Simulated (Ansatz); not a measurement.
Species: C$_{2}$H$_{5}$NSi, SMILES `NC#C[SiH3]` (charge 0, multiplicity 1), formula C₂H₅NSi.

How many basis functions does frozen-core CCSD(T)/cc-pVTZ // B3LYP-D3(BJ)/def2-TZVP (Ansatz, a program for electronic structure) use, how many core orbitals are frozen, and how many electrons are correlated?

194 basis functions and 8 frozen orbitals, which leaves 22 correlated electrons. Core time is of the order of minutes.
